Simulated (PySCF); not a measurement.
Stretching CdO

Set-up: PySCF, scalar-relativistic core potentials, basis sets Cd def2-SVPD with ECP28, O def2-SVPD. Energies in eV from Cd + O in their ground configurations at the same level. All curves are PBE0. state 1: ³Π (triplet), unpaired electrons σ ↑, π ↑; state 2: Ms = 0 determinant of mixed spin (⟨S²⟩ near 1.0), unpaired electrons σ ↓, π ↑, a second solution, started from another occupation; state 3: ¹Σ⁺ (singlet), closed shell, a second solution, started from another occupation; state 4: ³Σ⁺ (triplet), unpaired electrons σ ↑↑, a second solution, started from another occupation.

| R (Å) | state 1 | state 2 | state 3 | state 4 |
| --- | --- | --- | --- | --- |
| 1.828 | -0.385 | -0.2315 | -0.4303 | 0.9191 |
| 1.913 | -0.751 | -0.5893 | -0.5029 | 0.6612 |
| 1.998 | -0.940 | -0.7646 | -0.4369 | 0.5571 |
| 2.062 | -1.001 | -0.8115 | -0.3294 | 0.5497 |
| 2.126 | -1.014 | -0.8063 | -0.1907 | 0.5858 |
| 2.190 | -0.992 | -0.7636 | -0.0331 | 0.6538 |
| 2.275 | -0.930 | -0.6675 | 0.1910 | 0.7788 |
| 2.381 | -0.823 | -0.5127 | 0.4744 | 0.9697 |
| 2.509 | -0.685 | -0.3122 | 0.7978 | 1.2238 |
| 2.679 | -0.516 | -0.0643 | 1.1799 | 1.5717 |

**Question.** Put a parabola through the three lowest points of the state 1 curve and estimate Re, k and ωe (reduced mass 14.03 u; 1 eV/Å² = 0.16022 mdyn/Å; ωe = 1302.8·√(k/μ) cm⁻¹).

**Answer.** Through R = 2.062, 2.126, 2.19 Å the second-order coefficient is 4.27 eV/Å², so Re ≈ 2.118 Å, k ≈ 1.37 mdyn/Å and ωe ≈ 407 cm⁻¹. A polynomial fit of higher order to the unrounded PBE0 energies gives Re = 2.114 Å, k = 1.43 mdyn/Å, ωe = 416 cm⁻¹; anharmonicity and rounding make the difference.

The higher-order fit for each curve: state 1: Re = 2.114 Å, ωe = 416 cm⁻¹, De = 1.01 eV; state 2: Re = 2.086 Å, ωe = 468 cm⁻¹, minimum 0.81 eV below the ground-state fragments; state 3: Re = 1.909 Å, ωe = 613 cm⁻¹, minimum 0.50 eV below the ground-state fragments; state 4: Re = 2.039 Å, ωe = 479 cm⁻¹, minimum 0.55 eV above the ground-state fragments.

Spin–orbit coupling is left out. The state is the lowest determinant that a PBE0 search found; another state may lie lower at other levels.
